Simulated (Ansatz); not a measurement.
Isolated molecules relaxed with PBE0-D4/def2-TZVP in Ansatz; ΔE leaves out vibrations. CBS: MP2 limit from def2 TZ/QZ plus the TZ coupled-cluster correction, frozen cores. DFT in def2-TZVPP. B3LYP here is the variant with VWN-RPA as its local correlation; programs differ in this. For Ge outer-core shells are correlated without core-valence functions, which leaves a few kJ/mol of doubt a bond. Scalar relativity is left out up to krypton. Each species was taken in one conformer, which may not be the lowest.

Reaction (redistribution): `[SiH3][GeH2][Cl]` + `CO[SiH](O)C=O` → `[CH3][GeH]([SiH3])[Cl]` + `O=C[SiH](O)O`

| level | ΔE (kcal/mol) | difference from CCSD(T)/CBS |
| --- | --- | --- |
| B3LYP-D4 | -20.5 | 2.6 |
| ωB97X-V | -20.7 | 2.4 |
| ωB97M-V | -21.8 | 1.3 |
| PBE | -21.4 | 1.7 |
| r2SCAN | -22.2 | 0.9 |
| HF/def2-TZVPP | -18.1 | 5.0 |
| MP2/def2-TZVPP | -24.8 | -1.7 |
| HF/def2-QZVPP | -17.8 | 5.3 |
| MP2/def2-QZVPP | -25.0 | -1.9 |
| MP2/CBS(def2) | -25.3 | -2.2 |
| CCSD(T)/CBS | -23.1 | 0 |

Largest T1 diagnostic among the species: 0.014.

In def2-TZVPP, CCSD(T) changes the Hartree–Fock value by −4.5 kcal/mol (the triples alone add −0.5 kcal/mol) and MP2 by −6.7 kcal/mol.
